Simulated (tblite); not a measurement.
C8H8FP.
Structure used (GFN2-xTB), in Å, numbered top down from 1:
```
atom  x, y, z in Å
C1     2.4999    0.5353   -0.3364
C2     2.5152   -0.8371    0.2390
P3     1.2562   -1.8519    0.6706
C4    -0.2207   -0.8117    0.3232
C5    -0.5000    0.3115    1.0967
C6    -1.6348    1.0644    0.8606
C7    -2.4906    0.6728   -0.1536
F8    -3.6013    1.4026   -0.3904
C9    -2.2462   -0.4461   -0.9293
C10   -1.1093   -1.1913   -0.6777
H11    3.0945    0.5582   -1.2506
H12    1.4915    0.8725   -0.5640
H13    2.9561    1.2393    0.3621
H14    3.5055   -1.2560    0.3802
H15    0.1792    0.5955    1.8879
H16   -1.8627    1.9406    1.4475
H17   -2.9403   -0.7209   -1.7081
H18   -0.9009   -2.0714   -1.2694
```

Computed with GFN2-xTB (tblite): harmonic, unscaled wavenumbers at the GFN2-xTB geometry, gas phase. This tight-binding method is rough: wavenumbers can miss measured ones by several per cent, in bad cases by 10 to 20. One conformer, not necessarily the lowest.

Harmonic wavenumbers (cm⁻¹): 29.0, 70.6, 123.1, 153.4, 177.9, 273.3, 317.5, 328.5, 369.7, 383.3, 439.7, 499.7, 601.1, 609.4, 663.7, 755.2, 804.3, 822.8, 858.8, 866.9, 907.6, 920.7, 1000.9, 1004.9, 1040.5, 1107.7, 1116.0, 1165.4, 1181.9, 1229.3, 1255.4, 1314.3, 1353.5, 1393.9, 1397.4, 1463.1, 1471.0, 1484.1, 1576.0, 1586.1, 2972.2, 2995.1, 3024.7, 3040.4, 3074.1, 3075.5, 3103.7, 3105.6.

A = 2656, B = 632.2, C = 581.4 MHz; mass 154.035 u (most abundant isotopes); point group C1, symmetry number 1.

Task: What is the zero-point energy?

Result: ½Σν̃ = 29254 cm⁻¹ = 349.96 kJ/mol.

Task: Give the ideal-gas entropy at 273.15 K and 1 bar in the rigid-rotor, harmonic-oscillator model (classical rotation).

Result: Translation 169.86, rotation 125.17, vibration 110.50: S = 405.5 J/(mol K).

Task: And Cp and H(273.15 K) − H(0)?

Result: Cp = 150.20 J/(mol K), of which vibrations give 116.94 (their classical limit is 48 R = 399.1); H(273.15 K) − H(0) = 24.89 kJ/mol without the zero-point energy, 15.80 from vibrations.

Task: What must be added to the electronic energy to get the Gibbs energy at 273.15 K and 1 bar?

Result: ZPE + [H(273.15 K) − H(0)] − T·S = 349.96 + 24.89 − 110.77 = 264.08 kJ/mol.

Task: Blend soft modes into free rotors: weight 1/[1 + (100 cm⁻¹/ν̃)⁴] for the oscillator and the rest for a rotor with moment μB/(μ + B), μ = h/(8π²ν), B = 10⁻⁴⁴ kg m². What vibrational entropy results?

Result: 100.10 J/(mol K) in place of 110.50, which changes −T·S at 273.15 K by +2.84 kJ/mol.

Hindered rotation and anharmonicity are outside this model. Other conformers, if any are populated, would add a mixing term that is left out. The structure is chiral; the term R ln 2 for an equal mix with its mirror image is left out.
